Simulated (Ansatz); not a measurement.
Molecule: 3-methyl-2,5-dihydro-1H-silole, C₅H₁₀Si, net charge 0, singlet state. 
Structure (B3LYP-D3(BJ)/def2-TZVP (Ansatz, a first-principles code) minimum search):
```
C
C 1 1.3366
H 2 1.0862 1 120.37
C 1 1.4977 2 123.85 3 0.00
H 4 1.0905 1 111.81 2 0.06
H 4 1.0943 5 108.37 1 -122.39
H 4 1.0944 5 108.36 6 -115.22
C 2 1.5105 3 119.19 1 -179.98
H 8 1.0939 2 111.52 3 -59.04
H 8 1.0939 9 106.15 2 -121.62
C 1 1.5176 2 118.05 3 -179.98
H 11 1.0944 1 110.82 2 -121.54
H 11 1.0945 12 105.98 1 120.27
Si 11 1.8935 12 113.08 13 124.38
H 14 1.4839 11 113.16 12 -121.41
H 14 1.4840 15 107.83 11 -125.88
```
Charge 0, spin multiplicity 1.

Atomisation energy built up term by term with Ansatz (kcal/mol; UHF references for open shells; valence terms freeze the core; atomic spin-orbit terms are left out). Basis-set limits of correlation are two-point, X^-3; Hartree-Fock from the larger set.

| term | basis | kcal/mol |
|---|---|---|
| Hartree-Fock | cc-pV(Q+d)Z | 1167.71 |
| CCSD correlation | CBS(cc-pV(T+d)Z,cc-pV(Q+d)Z) | 350.12 |
| (T) | CBS(cc-pV(T+d)Z,cc-pV(Q+d)Z) | 22.61 |
| core correlation | cc-pwCVTZ | 5.77 |
| scalar relativity (X2C) | cc-pVTZ-DK against cc-pVTZ | -1.55 |
| sum: De |  | 1544.7 |

(T) makes 1.5 % of the CCSD(T) atomisation energy; under 5 % is typical of single-reference molecules.
